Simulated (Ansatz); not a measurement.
Z-matrix (Å, degrees):
```
C
C 1 1.519
H 1 1.094 2 111.1
H 1 1.093 2 111.7 3 -120.3
H 1 1.094 2 110.9 3 119.5
C 2 1.521 1 112.5 3 -60.0
H 2 1.095 1 109.2 3 178.0
H 2 1.097 1 109.6 3 62.0
C 6 1.522 2 114.4 1 175.9
H 6 1.096 2 108.8 1 54.4
H 6 1.094 2 109.3 1 -61.4
C 9 1.517 6 114.5 2 62.4
H 9 1.095 6 109.4 2 -59.5
H 9 1.096 6 109.4 2 -176.4
O 12 1.419 9 106.8 6 55.5
C 12 1.522 9 113.0 6 177.4
H 12 1.102 9 108.9 6 -62.6
H 15 0.960 12 108.2 9 176.5
C 16 1.519 12 114.3 9 65.3
H 16 1.098 12 107.9 9 -173.4
H 16 1.095 12 108.4 9 -58.6
H 19 1.094 16 111.2 12 54.1
H 19 1.092 16 111.8 12 -66.3
H 19 1.092 16 111.0 12 173.8
```

Total charge 0; spin multiplicity 1.

(1) List the ωB97M-V/def2-TZVPP orbital energies in eV (Ansatz). (Estimate.)

Results:

(1) Ansatz gave: Occupied: -525.87, -282.61, -281.31, -281.18, -281.07, -281.04, -280.94, -280.87, -31.29, -25.29, -24.55, -23.20, -21.44, -20.12, -19.21, -18.27, -17.11, -15.57, -15.43, -14.77, -14.24, -14.10, -13.70, -13.48, -12.87, -12.47, -12.13, -12.03, -11.81, -11.31, -11.15, -10.87, -10.10. Lowest empty: 2.44, 2.98, 3.03, 3.33, 3.70, 4.25, 4.33, 4.49.
